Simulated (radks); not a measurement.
Task: The table gives one normalised radial function P(r) = r R(r) (large component) of Cu+ in [Ar] 3d(3/2: 3, 5/2: 6) 4s1 (r in bohr). Method: Dirac Kohn-Sham, relativistic LDA (MacDonald-Vosko exchange, VWN5 correlation), spin-unpolarised, spherical densities, finite nucleus; Fermi nuclear charge, rms radius 3.8823 fm; computed with a radial shooting solver on a logarithmic mesh with Libxc functionals.

r          P
0.002271  0.0037
0.002581  0.0047
0.002957  0.0062
0.003388  0.0080
0.003882  0.0104
0.004412  0.0134
0.005054  0.0173
0.005791  0.0225
0.006634  0.0291
0.007601  0.0376
0.008639  0.0478
0.009897  0.0616
0.01134   0.0790
0.01299   0.1012
0.01476   0.1273
0.01692   0.1618
0.01938   0.2048
0.0222    0.2579
0.02544   0.3230
0.02891   0.3970
0.03312   0.4907
0.03795   0.6015
0.04348   0.7306
0.04941   0.8690
0.05661   1.0329
0.06486   1.2113
0.07431   1.3991
0.08514   1.5888
0.09676   1.7594
0.1109    1.9202
0.127     2.0454
0.1455    2.1200
0.1654    2.1323
0.1895    2.0752
0.2171    1.9436
0.2487    1.7434
0.2849    1.4899
0.3238    1.2229
0.371     0.9346
0.4251    0.6671
0.487     0.4411
0.5535    0.2763
0.6341    0.1531
0.7265    0.0762
0.8323    0.0337
0.9536    0.0130
1.084     0.0046
1.242     0.0013
1.423     0.0003
1.63      0.0001
1.852     0.0000
2.122     0.0000
2.431     0.0000
2.786     0.0000
3.192     0.0000
3.627     0.0000
4.156     0.0000
4.761     0.0000
5.455     0.0000
6.2       0.0000
7.103     0.0000
8.138     0.0000

Which n and l does it have? It may be an empty orbital.

Result: n = 2, l = 1: the number of nodes gives n - l - 1 = 0, the rise at small r points to l (this Dirac orbital starts outside the nucleus as r^gamma with gamma = sqrt((l + 1)^2 - (Z/c)^2) = 1.99; the j = 3/2 orbital of l + 1 starts with the same power, but with a smaller coefficient, and then steepens), and the extent must fit the shell. The curve is that of 2p3/2; the two j differ most near the nucleus, where j = l - 1/2 has the larger amplitude, and in heavy atoms j = l - 1/2 is also the more compact. 2p3/2: eigenvalue -923.35 eV, 0 radial nodes, <r> = 0.208 bohr, 90 % of the charge inside 0.340 bohr.
